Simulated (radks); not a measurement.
The mean radii <r> (bohr) of the occupied orbitals of an atom or ion are listed with their occupations. Method: scalar-relativistic Kohn-Sham, LDA (Slater exchange, Perdew-Wang correlation), spin-unpolarised, spherical densities, point nucleus; computed with a radial shooting solver on a logarithmic mesh with Libxc functionals.

orbital  occ.      <r>
1s          2  0.01659
2s          2  0.06995
2p          6  0.06330
3s          2   0.1808
3p          6   0.1822
3d         10   0.1651
4s          2   0.3994
4p          6   0.4257
4d         10   0.4490
5s          2   0.8930
4f         14   0.4814
5p          6    1.017
5d          7    1.299

Name the element and its charge.

Answer. Z = 80, mercury, charge +5: Hg5+ in [Xe] 4f14 5d7. The 1s radius gives Z: for a bare nucleus <r> = (2 gamma + 1)/(2Z) with gamma = sqrt(1 - (Z/c)^2), 0.0164 bohr for Z = 80, and screening makes it slightly larger (0.01659 here). The occupations add up to 75, and the charge is Z minus that.
